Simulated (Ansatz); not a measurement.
Relaxation of C₂H₁₃NOSi₃ (20 atoms, charge 0, multiplicity 1), to a largest force component of 0.02 eV/Å in at most 40 steps.

Level of theory: RKS BHLYP/STO-3G (Ansatz 0.2.0).

```xyz
20
Properties=species:S:1:pos:R:3
Si 0.000 0.000 0.000
N 0.000 0.000 1.820
C -1.216 -0.376 2.555
H -1.864 -1.000 1.905
H -0.938 -0.953 3.461
H -1.766 0.540 2.855
C 1.216 0.376 2.555
H 1.464 -0.416 3.292
H 2.058 0.494 1.842
H 1.046 1.335 3.087
H 1.377 0.000 -0.486
O -0.791 1.371 -0.559
Si -2.400 1.426 -1.040
H -3.212 0.642 -0.114
H -2.862 2.811 -1.038
H -2.527 0.874 -2.385
Si -1.046 -1.812 -0.739
H -1.703 -2.485 0.377
H -2.045 -1.427 -1.731
H -0.078 -2.717 -1.351
```

Question: Where does it end, and by what steps?

Answer: The run converged. The force dipped under the threshold on the way, but the program's further checks kept it going. Limits of this set-up: minimal basis. After 33 steps the energy has fallen by 0.607 eV; H14 moved furthest, 1.99 Å.

```tsv
step	energy less start (eV)	largest force component (eV/Å)	accepted
0	0.0000	3.546	yes
2	-0.4781	0.261	yes
4	-0.5342	0.138	yes
6	-0.5398	0.149	yes
8	-0.5554	0.133	yes
10	-0.5609	0.017	yes
12	-0.5645	0.055	yes
14	-0.5683	0.203	yes
16	-0.5793	0.052	yes
18	-0.5849	0.247	no
20	-0.5926	0.048	yes
22	-0.5962	0.082	yes
24	-0.5990	0.228	yes
26	-0.6039	0.025	yes
28	-0.6051	0.103	yes
30	-0.6064	0.017	yes
32	-0.6068	0.070	no
33	-0.6073	0.019	yes
```

```xyz
20
Properties=species:S:1:pos:R:3
Si 0.024 -0.196 -0.136
N 0.026 -0.299 1.609
C -1.188 -0.668 2.363
H -1.761 -1.420 1.811
H -0.915 -1.101 3.333
H -1.857 0.185 2.564
C 0.869 0.647 2.368
H 1.116 0.229 3.353
H 1.806 0.823 1.830
H 0.388 1.624 2.538
H 1.408 -0.100 -0.506
O -0.643 1.223 -0.716
Si -2.217 1.705 -0.433
H -2.410 2.134 0.925
H -2.494 2.803 -1.310
H -3.153 0.646 -0.696
Si -0.919 -2.068 -0.995
H -2.263 -2.269 -0.543
H -0.950 -1.992 -2.425
H -0.154 -3.222 -0.630
```

Run time: 6.9 min on 1 thread of Intel(R) Xeon(R) Platinum 8259CL CPU @ 2.50GHz (Skylake/Cascade Lake) (shared host), peak memory 0.19 GiB.
